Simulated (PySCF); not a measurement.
Structure problem from calculated spectra and properties.

Elements present: C, Cl, H, N and Si. Monoisotopic mass: 174.0380 u.

| Property | Result |
| --- | --- |
| Dipole | 3.34 D [PBE0/pcSseg-1] |
| 13C NMR | chemical shifts (computed TMS as zero) by class: 169.6 (1 C), 112.7 (1 C), 82.0 (1 C), 39.0 (2 C), 5.6 (1 C) ppm [GIAO PBE0/pcSseg-1] |
| Rotational structure | rotational constants A, B, C: 1.023, 0.679, 0.600 GHz [GFN2-xTB] |
| 1H NMR | chemical shifts (computed TMS as zero) by class: 8.57 (1 H), 8.42 (1 H), 2.86 (6 H), 2.09 (3 H) ppm [GIAO PBE0/pcSseg-1] |
| NMR, other nuclei | isotropic shieldings of nuclei other than C and H, by class: -150 (1 N), 221 (1 N), 393 (1 Si), 867 (1 Cl) ppm [GIAO PBE0/pcSseg-1] |

Electronic properties: PySCF, gas phase, density fitting. Levels stand in brackets. One conformer (not necessarily the lowest) at the GFN2-xTB geometry, without solvent, vibrations or thermal averaging. GFN2-xTB frequencies show an imaginary mode (26i cm⁻¹), so this geometry is no minimum at that level. Each NMR value is the plain mean over a class of atoms that symmetry, rotation or inversion makes alike.

Problem. Which formula fits the mass and the elements?

Solution. C6H11ClN2Si (calculated 174.0380). No other formula that holds each of these elements comes within 0.0003 u with a fitting electron parity and a possible valence count.

Problem. What is the compound? Reason from the data.

Solution. Numbering: `[CH2:1]=[N:2][Si@:3]([Cl:4])([C:5]#[C:6][CH3:7])[N:8]([CH3:9])[CH3:10]`. Its formula, C6H11ClN2Si, gives 3 degrees of unsaturation: 0 rings and 3 π bonds in the structure found. 6 carbons fall into 5 classes; from least to most shielded: C=N carbon [C1] (169.6 ppm), alkyne carbon [C6] (112.7 ppm), alkyne carbon [C5] (82.0 ppm), N-methyl carbon [C9/C10] (39.0 ppm, 2 C), propargylic carbon [C7] (5.6 ppm). Hydrogen classes from least to most shielded: 1 H on a C=N carbon, C1 (8.57 ppm), 1 H on a C=N carbon, C1 (8.42 ppm), 6 H on 2 N-methyl carbons, C9/C10 (2.86 ppm, a mean of values up to 1.7 ppm apart in this geometry), 3 H on a propargylic carbon, C7 (2.09 ppm). The other shieldings belong to: -150 ppm, C=N nitrogen [N2]; 221 ppm, silicon-bound nitrogen [N8]; 393 ppm, chlorine-bound silicon [Si3]; 867 ppm, silicon-bound chlorine [Cl4]. The optimised geometry has point group C1 and is an asymmetric top. Structure: `C=N[Si@](Cl)(C#CC)N(C)C`. Computed isomers that give other values at the same levels: `C=CC[Si@@H](Cl)/N=C/C=N/C` (13C chemical shifts (computed TMS as zero) by class: 179.0 (1 C), 171.0 (1 C), 139.2 (1 C), 122.4 (1 C), 52.6 (1 C), 32.6 (1 C) ppm). The assignments are read from this structure; whether some other isomer fits the data as well wasn't checked. The mirror image fits equally.

Conformer computed: `[CH2:1]=[N:2][Si@:3]([Cl:4])([C:5]#[C:6][CH3:7])[N:8]([CH3:9])[CH3:10]`: C1–N2–Si3–Cl4 102°, N2–Si3–N8–C9 -39°.
